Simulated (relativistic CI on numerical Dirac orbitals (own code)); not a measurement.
## Ligand-field terms of d6

Computed with a parametric ligand-field model of a d^n configuration (Racah B and C, spin-orbit zeta, crystal field), exact diagonalisation.

Field parameters in Wybourne normalisation: Oh B⁴₀ = 21Dq, B⁴₄ = √(5/14) B⁴₀. The field is a parameter set, without covalency.

(1) Ground term and bands for B = 1000, C = 4460, ζ = 0 cm⁻¹, Oh, 10Dq = 39000 cm⁻¹?

(2) Ground term and bands for B = 1000, C = 4460, ζ = 0 cm⁻¹, Oh, 10Dq = 11000 cm⁻¹?

(3) Ground term and bands for B = 1000, C = 4460, ζ = 0 cm⁻¹, Oh, 10Dq = 35000 cm⁻¹?

(4) Ground term and bands for B = 1000, C = 4460, ζ = 0 cm⁻¹, Oh, 10Dq = 15000 cm⁻¹?

(5) Ground term and bands for B = 1000, C = 4460, ζ = 0 cm⁻¹, Oh, 10Dq = 7000 cm⁻¹?

Results:

(1) Ground term 1A1 with 0.03 electrons in the two orbitals of the cubic e set. Spin-allowed: 1T1 35956 cm⁻¹ (278 nm), 1T2 49578 cm⁻¹ (202 nm), 1T2 73729 cm⁻¹ (136 nm), 1E 74381 cm⁻¹ (134 nm). Lowest spin-forbidden: 3T1 26469 cm⁻¹ (378 nm), 3T2 33203 cm⁻¹ (301 nm), 5T2 39462 cm⁻¹ (253 nm).

(2) Ground term 5T2 with 2.00 electrons in the two orbitals of the cubic e set. Spin-allowed: 5E 11000 cm⁻¹ (909 nm). Lowest spin-forbidden: 3T1 13773 cm⁻¹ (726 nm), 1A1 14718 cm⁻¹ (679 nm), 3T2 17868 cm⁻¹ (560 nm).

(3) Ground term 1A1 with 0.04 electrons in the two orbitals of the cubic e set. Spin-allowed: 1T1 32043 cm⁻¹ (312 nm), 1T2 45378 cm⁻¹ (220 nm), 1T2 65943 cm⁻¹ (152 nm), 1E 66520 cm⁻¹ (150 nm). Lowest spin-forbidden: 3T1 22519 cm⁻¹ (444 nm), 3T2 29100 cm⁻¹ (344 nm), 5T2 31608 cm⁻¹ (316 nm).

(4) Ground term 5T2 with 2.00 electrons in the two orbitals of the cubic e set. Spin-allowed: 5E 15000 cm⁻¹ (667 nm). Lowest spin-forbidden: 1A1 7169 cm⁻¹ (1395 nm), 3T1 10084 cm⁻¹ (992 nm), 3T2 14972 cm⁻¹ (668 nm).

(5) Ground term 5T2 with 2.00 electrons in the two orbitals of the cubic e set. Spin-allowed: 5E 7000 cm⁻¹ (1429 nm). Lowest spin-forbidden: 3T1 17332 cm⁻¹ (577 nm), 3T2 20236 cm⁻¹ (494 nm), 1A1 22088 cm⁻¹ (453 nm).
